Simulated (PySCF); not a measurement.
# Reading the logs of faulty runs: B2H7NSi

Calculated results; nothing here was measured. The program is PySCF 2.14.0, an open-source quantum chemistry code, run on an isolated molecule that a program drew, which may never have been made. The molecule is B2H7NSi (charge 0, singlet), drawn as the SMILES string `BB[SiH2]N`.

Each row is a Hartree-Fock (HF) and frozen-core CCSD(T) single point in the cc-pV(D+d)Z basis, meant for a local HF minimum. Run 1 is clean. Each other run has one planted mistake out of seven kinds, and not every kind appears here: one electron removed, one electron added, multiplicity raised by two, geometry at a saddle point, minimal basis STO-3G, one bond length entered in bohr, all coordinates scaled. The reference is restricted for singlets and unrestricted otherwise, and also for a bond in bohr. Adding or removing an electron swaps singlet and doublet. Electrons count all cores. HOMO and LUMO are orbital energies over both spins, the gradient is its largest component, and the lowest frequency (negative if imaginary) is given only where the gradient is small. Bond lengths are over the 10 bonds as drawn. T1 is the CCSD diagnostic: over 0.02 (restricted) or 0.045 (unrestricted) a single reference is doubtful.

Geometry of the clean run:
```xyz
11
B2H7NSi, angstrom
B    -1.9516    1.5280   -1.1807
B    -0.3561    1.9320   -0.9002
Si    1.2510    0.9706   -1.7069
N     2.5100    0.8602   -0.5236
H    -2.5391    0.7648   -0.4583
H    -2.5635    1.9699   -2.1186
H    -0.1057    2.8814   -0.1984
H     1.6051    1.7327   -2.9433
H     0.9622   -0.4165   -2.1475
H     3.3220    0.3091   -0.7348
H     2.7865    1.6965   -0.0425
```

```
run  electrons  basis functions  <S^2>  HOMO (eV)  LUMO (eV)  gradient (hartree/bohr)  lowest frequency (cm^-1)  mean bond (Å)  longest bond (Å)      T1  HF (hartree)  CCSD(T) (hartree)                     mistake
  1         38              100  0.000     -10.28       1.83                  2.1e-05                        63         1.4041             2.039  0.0128    -396.80220         -397.30956                    no fault
  2         37              100  0.783     -15.67      -7.93                  7.2e-02                         -         1.4041             2.039  0.0991    -396.46595         -396.96888        one electron removed
  3         38              100  2.034      -7.12      -1.06                  3.0e-02                         -         1.4041             2.039  0.0270    -396.68197         -397.18538  multiplicity raised by two
  4         38               31  0.000      -7.91       6.56                  2.9e-02                         -         1.4041             2.039  0.0087    -392.11933         -392.32015                           ?
  5         39              100  0.760      -0.29       7.39                  4.9e-02                         -         1.4041             2.039  0.0141    -396.77161         -397.30148                           ?
```

**Which mistake was planted in run 4, and what did it cost?**

It has 31 basis functions where the clean run has 100, with the same electrons and geometry. So the mistake is: minimal basis STO-3G. Subtracting run 1 and multiplying by 627.51 kcal/mol a hartree, the energy moved by 2938.5 kcal/mol in HF and 3130.9 kcal/mol in CCSD(T).

**Which mistake was planted in run 5, and what did it cost?**

It counts 39 electrons, one more than the clean run, at the same geometry and basis. So the mistake is: one electron added. Subtracting run 1 and multiplying by 627.51 kcal/mol a hartree, the energy moved by 19.2 kcal/mol in HF and 5.1 kcal/mol in CCSD(T).

Cautions from the logs. Run 2: T1 is over the limit, so its CCSD(T) energy is less reliable; run 5: the added electron raises the CCSD(T) energy, so it isn't bound in this basis.
